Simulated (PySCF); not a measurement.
stibine cation (H₃Sb), SMILES [SbH3] (connectivity only; charge and spin as stated), charge +1, multiplicity 2. The structure is a stationary point at B3LYP-D3(BJ)/def2-TZVPD. The spin state was assumed, not searched. The def2 effective core potentials stand for the cores of Sb; spin–orbit coupling is left out.

The numbers are results of B3LYP-D3(BJ)/def2-TZVPD (PySCF), not measurements.

Harmonic wavenumbers (cm⁻¹): 670, 748, 748, 1999, 2062, 2062. Rotational constants (GHz): 107.1, 107.1, 66.05; symmetry number 3.

Work out the zero-point energy and the ideal-gas rigid-rotor harmonic-oscillator thermochemistry at 298.15 K and 1 atm.

ZPE = ½ Σ hcν = ½ × 8290 cm⁻¹ = 49.59 kJ/mol. H − E(el) = 60.33 kJ/mol. Entropy in J/(mol K): translation 168.94, rotation 60.75, vibration 3.58, spin 5.76, total 239.03. G − E(el) = -10.93 kJ/mol. Cp = 43.29 J/(mol K).
